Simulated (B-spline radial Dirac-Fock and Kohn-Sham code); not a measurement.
**Dipole and non-dipole photoemission parameters of Mo²⁺ 4s**

System: molybdenum as Mo²⁺ in the configuration [Kr] 4d4; threshold 89.21 eV (orbital energy of the model). Calculated with a radial B-spline solver, using Dirac-Hartree-Slater photoionisation with a Latter tail; cross sections with all multipoles, angular parameters from the dipole term and its interference with E2.

For linearly polarised light dσ/dΩ = σ/(4π) [1 + β P₂(cos θ) + (δ + γ cos²θ) sin θ cos φ], with θ from the polarisation vector and φ the angle between the beam and the projection of the electron momentum on the plane normal to the polarisation.

```
hν (eV)  σ (kb)      β       γ
    123     199  1.978   0.137
    150     174  1.984   0.215
    188     140  1.987   0.264
    196     134  1.988   0.270
    200     131  1.988   0.272
    400    52.8  1.993   0.267
    636    25.6  1.994   0.181
    643    25.2  1.994   0.178
    781    18.3  1.995   0.128
    800    17.6  1.995   0.122
   1370    7.00  1.996  -0.019
   1460    6.25  1.996  -0.033
 1486.9    6.05  1.996  -0.037
   2210    2.94  1.996  -0.086
   2290    2.75  1.996  -0.086
   2390    2.54  1.996  -0.085
 2984.4    1.66  1.996  -0.061
   3130    1.52  1.996  -0.051
   3510       ?      ?       ?
   4000   0.934  1.996   0.033
   4100   0.888  1.996   0.044
   6600   0.332  1.996   0.375
   6620   0.330  1.996   0.377
   6730   0.318  1.996   0.393
   7310   0.267  1.996   0.474
 8047.8   0.216  1.996   0.578
   8410   0.197  1.996   0.628
  12200  0.0852  1.996   1.128
```

Q: Give the values at 3510 eV.

A: σ = 1.21 kb, β = 1.996, γ = -0.018. For an s subshell δ is negligible.
